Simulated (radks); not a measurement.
Values are calculated unless marked as measured or tabulated.
All-electron atom: the hafnium ion Hf+ in [Xe] 4f14 5d1 6s2.

Level of theory: scalar-relativistic Kohn-Sham, LDA (Slater exchange, VWN5 correlation), spin-polarised, spherical densities, finite nucleus; open shells are filled with parallel spins first (spin-orbit coupling, left out, can overturn this in heavy ions); Fermi nuclear charge, rms radius 5.347 fm (a radial shooting solver on a logarithmic mesh with Libxc functionals).

Energy parts (hartree):
part                       energy
total                 -15066.9406
kinetic                16498.9313
electron-nucleus      -37149.1052
Hartree                 5881.5323
exchange-correlation    -298.2990

Orbitals (lengths in bohr, moments of r in powers of bohr; <r^-3> diverges for s and p1/2; r(max) is where P^2 peaks):
1s down: occ. 1; eigenvalue (hartree) -2396.738; <r^2> 0.0004958; <1/r> 83.71; r(max) 0.01191
1s up: occ. 1; eigenvalue (hartree) -2396.738; <r^2> 0.0004958; <1/r> 83.71; r(max) 0.01191
2s up: occ. 1; eigenvalue (hartree) -410.2440; <r^2> 0.007651; <1/r> 19.55; r(max) 0.06812
2s down: occ. 1; eigenvalue (hartree) -410.2428; <r^2> 0.007651; <1/r> 19.55; r(max) 0.06812
2p up: occ. 3; eigenvalue (hartree) -360.5044; <r^-3> 17760; <r^2> 0.006288; <1/r> 17.85; r(max) 0.05568
2p down: occ. 3; eigenvalue (hartree) -360.5035; <r^-3> 17760; <r^2> 0.006288; <1/r> 17.85; r(max) 0.05568
3s up: occ. 1; eigenvalue (hartree) -93.72063; <r^2> 0.04987; <1/r> 7.231; r(max) 0.1923
3s down: occ. 1; eigenvalue (hartree) -93.72032; <r^2> 0.04987; <1/r> 7.231; r(max) 0.1923
3p up: occ. 3; eigenvalue (hartree) -78.85451; <r^-3> 3918; <r^2> 0.05047; <1/r> 6.708; r(max) 0.1899
3p down: occ. 3; eigenvalue (hartree) -78.85417; <r^-3> 3918; <r^2> 0.05047; <1/r> 6.708; r(max) 0.1899
3d up: occ. 5; eigenvalue (hartree) -61.19763; <r^-3> 509.8; <r^2> 0.04190; <1/r> 6.349; r(max) 0.1546
3d down: occ. 5; eigenvalue (hartree) -61.19693; <r^-3> 509.8; <r^2> 0.04190; <1/r> 6.349; r(max) 0.1546
4s up: occ. 1; eigenvalue (hartree) -19.13105; <r^2> 0.2480; <1/r> 3.068; r(max) 0.4375
4s down: occ. 1; eigenvalue (hartree) -19.13019; <r^2> 0.2480; <1/r> 3.067; r(max) 0.4375
4p up: occ. 3; eigenvalue (hartree) -14.24964; <r^-3> 901.5; <r^2> 0.2823; <1/r> 2.793; r(max) 0.4583
4p down: occ. 3; eigenvalue (hartree) -14.24876; <r^-3> 901.5; <r^2> 0.2822; <1/r> 2.793; r(max) 0.4583
4d up: occ. 5; eigenvalue (hartree) -7.93327; <r^-3> 99.40; <r^2> 0.3329; <1/r> 2.476; r(max) 0.4710
4d down: occ. 5; eigenvalue (hartree) -7.93209; <r^-3> 99.41; <r^2> 0.3328; <1/r> 2.476; r(max) 0.4710
5s up: occ. 1; eigenvalue (hartree) -2.81845; <r^2> 1.445; <1/r> 1.175; r(max) 1.015
5s down: occ. 1; eigenvalue (hartree) -2.80573; <r^2> 1.440; <1/r> 1.178; r(max) 1.014
5p up: occ. 3; eigenvalue (hartree) -1.65972; <r^-3> 120.7; <r^2> 2.026; <1/r> 0.9802; r(max) 1.157
5p down: occ. 3; eigenvalue (hartree) -1.64257; <r^-3> 121.7; <r^2> 2.016; <1/r> 0.9831; r(max) 1.155
4f up: occ. 7; eigenvalue (hartree) -0.97262; <r^-3> 15.56; <r^2> 0.5924; <1/r> 1.918; r(max) 0.4538
4f down: occ. 7; eigenvalue (hartree) -0.96907; <r^-3> 15.61; <r^2> 0.5876; <1/r> 1.921; r(max) 0.4537
6s up: occ. 1; eigenvalue (hartree) -0.45123; <r^2> 10.62; <1/r> 0.4109; r(max) 2.702
6s down: occ. 1; eigenvalue (hartree) -0.43547; <r^2> 10.92; <1/r> 0.4049; r(max) 2.726
5d up: occ. 1; eigenvalue (hartree) -0.41224; <r^-3> 5.403; <r^2> 5.509; <1/r> 0.6036; r(max) 1.638
5d down: occ. 0; eigenvalue (hartree) -0.39096; <r^-3> 5.374; <r^2> 5.642; <1/r> 0.6004; r(max) 1.633

The highest occupied level is 5d up at -11.218 eV. Spin moment in Bohr magnetons: 1. The spin density at the nucleus is -0.095 e/bohr^3 (1s -0.020, 2s -0.154, 3s 0.040, 4s 0.089, 5s -3.267, 6s 3.218). The density falls to 0.001 e/bohr^3 at r = 4.56 bohr. Summed over all electrons, <r^2> = 56.71 bohr^2, which gives a Langevin (diamagnetic) susceptibility term of -44.9 x 10^-6 cm^3/mol.
